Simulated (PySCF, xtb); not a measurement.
BH3N, SMILES [BH]N, multiplicity 2.

Harmonic wavenumbers (cm⁻¹) from GFN2-xTB run with xtb 6.7.1 at its own minimum, in rising order: 633, 733, 751, 982, 1364, 1542, 2587, 3273, 3450.

Task: What does PySCF with r2SCAN-D4/def2-TZVP give at its own minimum? (An estimate is asked for; the answer gives what the named calculation found.)

Result: 606, 748, 846, 1067, 1331, 1619, 2618, 3501, 3621. Paired by order, the mean absolute difference is 85 cm⁻¹ and the zero-point energies are 21.9 and 22.8 kcal/mol.
